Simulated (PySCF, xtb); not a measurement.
Ge(H)2(Cl)(OMe) (CH₅ClGeO), SMILES C[O][GeH2][Cl].

xtb with GFN2-xTB at its own geometry gives an orbital gap of 7.53 eV and a dipole moment of 1.25 D.

Geometry: PBE-D3(BJ)/def2-SVP. The structure was generated by enumeration, and PubChem lists no compound with its InChIKey, so it may never have been made. One conformer was computed; it need not be the lowest.

### Question
What does PySCF with CAM-B3LYP/def2-TZVP give? (Estimate from the structure and the level; the computed values follow.)

### Answer
gap 10.50 eV (levels -9.70 and 0.80 eV), dipole 1.67 D.
